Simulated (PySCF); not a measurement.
An unknown is described by computed data only.

Formula: C8H8.

- UV, first state: lowest singlet excitation: 5.21 eV (238 nm, f = 0.030) [TDDFT B3LYP/def2-SVPD]
- Rotational structure: rotational constants A, B, C: 4.457, 2.091, 1.449 GHz [PBE0-D3(BJ)/def2-SVP]
- Valence photoelectron: vertical ionisation energy: 8.65 eV [ΔSCF B3LYP/def2-SVPD]
- 13C NMR: chemical shifts (computed TMS as zero) by class: 140.3 (2 C), 122.2 (2 C), 117.6 (2 C), 33.2 (2 C) ppm [GIAO KT2/pcSseg-1]
- XPS: C1s 289.9 (×2), C1s 290.0 (×2), C1s 290.0 (×2), C1s 290.7 (×2) eV [ΔSCF SCAN, pcX-2 on the ionised atom, pcseg-1 elsewhere, spin-free X2C]
- 1H NMR: chemical shifts (computed TMS as zero) by class: 7.04 (2 H), 6.87 (2 H), 3.27 (4 H) ppm [GIAO KT2/pcSseg-1]

Electronic properties: PySCF, gas phase, density fitting. Levels stand in brackets. Isolated species at its PBE0-D3(BJ)/def2-SVP geometry, gas phase. NMR classes are plain means over equivalent atoms (diastereotopic ones count apart unless rotation or inversion swaps them), as if these changed places fast.

Problem. Propose a structure and show how it fits.

Solution. Numbering: `[cH:1]1[cH:2][cH:3][c:4]2[c:5]([cH:6]1)[CH2:7][CH2:8]2`. Its formula, C8H8, gives 5 degrees of unsaturation: 2 rings and 3 π bonds in the structure found (Kekulé form). 8 carbons fall into 4 classes; from least to most shielded: substituted aromatic carbon [C4/C5] (140.3 ppm, 2 C), aromatic CH carbon [C1/C2] (122.2 ppm, 2 C), aromatic CH carbon [C3/C6] (117.6 ppm, 2 C), benzylic-type carbon [C7/C8] (33.2 ppm, 2 C). Hydrogen classes from least to most shielded: 2 H on 2 aromatic CH carbons, C1/C2 (7.04 ppm), 2 H on 2 aromatic CH carbons, C3/C6 (6.87 ppm), 4 H on 2 benzylic-type carbons, C7/C8 (3.27 ppm). The core levels belong to: C1s 289.9 eV, substituted aromatic carbon [C4/C5]; C1s 290.0 eV, aromatic CH carbon [C1/C2]; C1s 290.0 eV, aromatic CH carbon [C3/C6]; C1s 290.7 eV, benzylic-type carbon [C7/C8]. The hole state at 290.0 eV has ⟨S²⟩ = 0.82 against 0.75, so that value is less sure. The hole state at 290.0 eV has ⟨S²⟩ = 0.83 against 0.75, so that value is less sure. The hole state at 289.9 eV has ⟨S²⟩ = 0.84 against 0.75, so that value is less sure. The first electron is taken from the HOMO, whose largest Löwdin shares are 0.19 on each of 2 atoms of one kind (aromatic CH carbon) and 0.18 on each of 2 atoms of one kind (substituted aromatic carbon). The optimised geometry has point group C2v and is an asymmetric top. Structure: benzocyclobutene, `c1ccc2c(c1)CC2`. Computed isomers that give other values at the same levels: `C=CC#CC=C1CC1` (rotational constant A: 6.589 GHz; this holds for the one conformer computed); `C1=CC2C3C=CC1C23` (core binding energies: C1s 289.9 (×2), C1s 289.9 (×2), C1s 290.4, C1s 290.5 (×2), C1s 290.8 eV); `C#CC1(C#C)CCC1` (rotational constant A: 2.515 GHz; this holds for the one conformer computed). The assignments are read from this structure; whether some other isomer fits the data as well wasn't checked.
